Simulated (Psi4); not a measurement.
Pd, singlet (core potentials on Pd); HF/def2-SVP (Psi4).

The Psi4 input:
```
memory 2 GB

molecule mol {
0 1
Pd    0.000000    0.000000    0.000000
}

set {
  basis def2-svp
  reference rhf
  df_basis_scf cc-pvqz-jkfit
}

energy('scf')
print_variables()
```

It wrote (shortened):

```
   => Loading Basis Set <=

    Name: DEF2-SVP
    Role: ORBITAL
    Keyword: BASIS

    !!!  WARNING: ECP capability is in beta. Please check occupations closely.  !!!

         ---------------------------------------------------------
                                   SCF
               by Justin Turney, Rob Parrish, Andy Simmonett
                          and Daniel G. A. Smith
                              RHF Reference
         ---------------------------------------------------------

  ==> Geometry <==

    Molecular point group: d2h
    Geometry (in Angstrom), charge = 0, multiplicity = 1:

       Center              X                  Y                   Z               Mass
    ------------   -----------------  -----------------  -----------------  -----------------
         PD           0.000000000000     0.000000000000     0.000000000000   105.903480400000

  Running in d2h symmetry.

  Rotational constants: A = ************  B = ************  C = ************ [cm^-1]
  Rotational constants: A = ************  B = ************  C = ************ [MHz]
  Nuclear repulsion =    0.000000000000000

  Charge       = 0
  Multiplicity = 1
  Electrons    = 18
  Nalpha       = 9
  Nbeta        = 9

  ==> Algorithm <==

  SCF Algorithm Type is DF.
  DIIS enabled.
  MOM disabled.
  Fractional occupation disabled.
  Guess Type is CORE.
  Energy threshold   = 1.00e-06
  Density threshold  = 1.00e-06
  Integral threshold = 1.00e-12

  ==> Primary Basis <==

  Basis Set: DEF2-SVP
    Blend: DEF2-SVP
    Number of shells: 11
    Number of basis functions: 31
    Number of Cartesian functions: 36
    Spherical Harmonics?: true
    Max angular momentum: 3

  Core potential: DEF2-SVP
    Number of shells: 4
    Number of ECP primitives: 14
    Number of ECP core electrons: 28
    Max angular momentum: 3

Traceback (most recent call last):
  File "psi4", line 375, in <module>
  File "<string>", line 23, in <module>
  File "site-packages/psi4/driver/driver.py", line 533, in energy
  File "site-packages/psi4/driver/procrouting/proc.py", line 2760, in run_scf
  File "site-packages/psi4/driver/procrouting/proc.py", line 1939, in scf_helper
  File "site-packages/psi4/driver/procrouting/proc.py", line 1462, in scf_wavefunction_factory
  File "site-packages/psi4/driver/p4util/python_helpers.py", line 169, in _pybuild_basis
  File "site-packages/psi4/driver/qcdb/libmintsbasisset.py", line 722, in pyconstruct
  File "site-packages/psi4/driver/qcdb/libmintsbasisset.py", line 976, in construct

psi4.driver.qcdb.exceptions.BasisSetNotFound: BasisSet::construct: Unable to find a basis set for atom 1 for key JKFIT among:
  Shell Entries: ['PD']
  Basis Sets: [('CC-PVQZ-JKFIT', 'CC-PVQZ-JKFIT', None)]
  File Path: tmpz2jps6x0, tmpz2jps6x0, basis
  Input Blocks:

Printing out the relevant lines from the Psithon --> Python processed input file:
    ""","mol")
    core.IO.set_default_namespace("mol")
    core.set_global_option("BASIS", "def2-svp")
    core.set_global_option("REFERENCE", "rhf")
    core.set_global_option("DF_BASIS_SCF", "cc-pvqz-jkfit")
--> energy('scf')
    print_variables()

!----------------------------------------------------------------------------------!
!                                                                                  !
!  BasisSet::construct: Unable to find a basis set for atom 1 for key JKFIT among: !
!   Shell Entries: ['PD']                                                          !
!   Basis Sets: [('CC-PVQZ-JKFIT', 'CC-PVQZ-JKFIT', None)]                         !
!   File Path: tmpz2jps6x0,      !
!     tmpz2jps6x0,               !
!     basis                                          !
!   Input Blocks:                                                                  !
!                                                                                  !
!----------------------------------------------------------------------------------!

QcdbException BasisSetNotFound: BasisSet::construct: Unable to find a basis set for atom 1 for key JKFIT among:
  Shell Entries: ['PD']
  Basis Sets: [('CC-PVQZ-JKFIT', 'CC-PVQZ-JKFIT', None)]
  File Path: tmpz2jps6x0, tmpz2jps6x0, basis
  Input Blocks:
```

The input was rejected before any calculation.
